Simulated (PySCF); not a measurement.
InF₂, SMILES [F][In+][F], charge +1.

Geometry optimised at PBE0-D3(BJ)/def2-TZVP. The spin state was assumed, not searched. The isomer is the one that the SMILES or the coordinates give; other isomers of the formula were not compared. The def2 effective core potentials stand for the cores of In; spin–orbit coupling is left out.

These are TDA-PBE0/def2-SVPD run with PySCF values and carry that method's errors.

Vertical excitations; the highest root listed may be one member of a degenerate set. The molecule is in vacuum. State labels are in the subgroup D2h.

Computed excitation energies, oscillator strengths and character:
```json
[
 {"state": "S1", "symmetry": "B3g", "energy (eV)": "5.48", "λ (nm)": "226", "f": "0.000", "main pairs": "HOMO→LUMO (degenerate set)"},
 {"state": "S2", "symmetry": "B2g", "energy (eV)": "5.48", "λ (nm)": "226", "f": "0.000", "main pairs": "HOMO−1→LUMO (degenerate set)"},
 {"state": "S3", "symmetry": "B2u", "energy (eV)": "6.02", "λ (nm)": "206", "f": "0.024", "main pairs": "HOMO−3→LUMO (degenerate set)"},
 {"state": "S4", "symmetry": "B3u", "energy (eV)": "6.02", "λ (nm)": "206", "f": "0.024", "main pairs": "HOMO−2→LUMO (degenerate set)"},
 {"state": "S5", "symmetry": "B1u", "energy (eV)": "7.91", "λ (nm)": "157", "f": "0.146", "main pairs": "HOMO−4→LUMO 57 %, HOMO→LUMO+1 21 %, HOMO−1→LUMO+2 21 %"},
 {"state": "S6", "symmetry": "Ag", "energy (eV)": "8.38", "λ (nm)": "148", "f": "0.000", "main pairs": "HOMO−5→LUMO 69 %, HOMO−3→LUMO+1 15 %, HOMO−2→LUMO+2 15 %"},
 {"state": "S7", "symmetry": "Au", "energy (eV)": "8.75", "λ (nm)": "142", "f": "0.000", "main pairs": "HOMO→LUMO+2 50 %, HOMO−1→LUMO+1 50 %"},
 {"state": "S8", "symmetry": "Au", "energy (eV)": "8.80", "λ (nm)": "141", "f": "0.000", "main pairs": "HOMO−1→LUMO+1, HOMO→LUMO+2 (degenerate set)"},
 {"state": "S9", "symmetry": "B1u", "energy (eV)": "8.80", "λ (nm)": "141", "f": "0.000", "main pairs": "HOMO−1→LUMO+2, HOMO→LUMO+1 (degenerate set)"},
 {"state": "S10", "symmetry": "B1g", "energy (eV)": "9.21", "λ (nm)": "135", "f": "0.000", "main pairs": "HOMO−3→LUMO+2 50 %, HOMO−2→LUMO+1 50 %"},
 {"state": "T1", "symmetry": "B3g", "energy (eV)": "4.93", "λ (nm)": "251", "f": "0", "main pairs": "HOMO→LUMO (degenerate set)"},
 {"state": "T2", "symmetry": "B2g", "energy (eV)": "4.93", "λ (nm)": "251", "f": "0", "main pairs": "HOMO−1→LUMO (degenerate set)"},
 {"state": "T3", "symmetry": "B2u", "energy (eV)": "5.39", "λ (nm)": "230", "f": "0", "main pairs": "HOMO−3→LUMO (degenerate set)"},
 {"state": "T4", "symmetry": "B3u", "energy (eV)": "5.39", "λ (nm)": "230", "f": "0", "main pairs": "HOMO−2→LUMO (degenerate set)"}
]
```
Triplets are in the Tamm–Dancoff approximation.
